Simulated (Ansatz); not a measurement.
`O[SiH2]C[SiH](O)O` + CH₃OH → `CO[SiH](O)O` + `C[SiH2]O`  (ligand exchange at the Si–C bond)

Program: Ansatz. Geometries: PBE0-D4/def2-TZVP. ΔE: electronic, gas phase. CCSD(T)/CBS is the MP2 limit (def2-TZVPP, def2-QZVPP) plus CCSD(T) − MP2 in def2-TZVPP, frozen cores. This one scheme is used for every species. Functionals use def2-TZVPP. B3LYP here is the variant with VWN-RPA as its local correlation; programs differ in this. One conformer a species, not always the lowest.

`O[SiH2]C[SiH](O)O`:

Z-matrix (Å, degrees):
```
Si
C 1 1.851
O 1 1.666 2 105.6
H 1 1.490 2 112.7 3 119.0
H 1 1.489 2 111.4 3 -119.6
Si 2 1.869 1 115.1 3 49.3
H 2 1.095 1 108.8 3 -71.5
H 2 1.096 1 108.8 3 172.2
H 3 0.958 1 117.7 2 171.7
O 6 1.646 2 104.6 1 -136.3
O 6 1.639 2 112.1 1 -13.9
H 6 1.484 2 112.7 1 104.3
H 10 0.958 6 117.0 2 177.7
H 11 0.966 6 115.3 2 -26.7
```

CH₃OH:

Cartesian coordinates in Å:
```
C 0.038 0.122 -0.332
O -0.011 0.184 1.075
H 0.244 1.132 -0.689
H -0.913 -0.205 -0.770
H 0.836 -0.537 -0.695
H -0.194 -0.695 1.412
```

`CO[SiH](O)O`:

```xyz
11

C     1.139   -0.508    1.230
O    -0.111   -0.558    0.580
Si   -0.423    0.164   -0.854
O    -0.352    1.793   -0.814
O    -1.940   -0.291   -1.254
H     1.959   -0.763    0.548
H     1.328    0.486    1.645
H     1.132   -1.232    2.046
H     0.601   -0.232   -1.841
H    -1.085    2.258   -0.407
H    -2.250   -1.117   -0.880
```

`C[SiH2]O`:

Z-matrix (Å, degrees):
```
C
Si 1 1.863
H 1 1.093 2 111.0
H 1 1.094 2 110.2 3 119.8
H 1 1.093 2 111.5 3 -120.7
O 2 1.652 1 112.6 3 57.7
H 2 1.492 1 108.9 3 -179.5
H 2 1.483 1 110.6 3 -59.4
H 6 0.957 2 117.7 1 68.6
```

```
             level  ΔE (kJ/mol)  difference from CCSD(T)/CBS
            PBE-D4        -84.5                         12.4
         r2SCAN-D4        -97.0                         -0.1
           PBE0-D4        -88.3                          8.6
          B3LYP-D4        -98.0                         -1.1
           ωB97X-V        -96.3                          0.6
           ωB97M-V        -95.1                          1.8
            B2PLYP       -104.2                         -7.3
               PBE        -89.5                          7.4
            r2SCAN        -98.4                         -1.5
              PBE0        -92.8                          4.1
             B3LYP       -106.0                         -9.1
     HF/def2-TZVPP       -123.0                        -26.1
    MP2/def2-TZVPP        -97.7                         -0.8
SCS-MP2/def2-TZVPP       -102.7                         -5.8
   CCSD/def2-TZVPP       -101.1                         -4.2
CCSD(T)/def2-TZVPP        -97.4                         -0.5
     HF/def2-QZVPP       -124.8                        -27.9
    MP2/def2-QZVPP        -98.0                         -1.1
SCS-MP2/def2-QZVPP       -103.0                         -6.1
      HF/CBS(def2)       -125.0                        -28.1
     MP2/CBS(def2)        -97.2                         -0.3
    CCSD/CBS(def2)       -100.6                         -3.7
       CCSD(T)/CBS        -96.9                            0
```

Largest T1 diagnostic among the species: 0.011.

The D4 term adds +8.0 kJ/mol with B3LYP and +4.5 kJ/mol with PBE0; it sums over pairs of atoms, weighted by their polarisabilities, and B3LYP, whose exchange is more repulsive, gets the larger term. In def2-TZVPP, CCSD(T) changes the Hartree–Fock value by +25.5 kJ/mol (the triples alone add +3.6 kJ/mol) and MP2 by +25.3 kJ/mol.
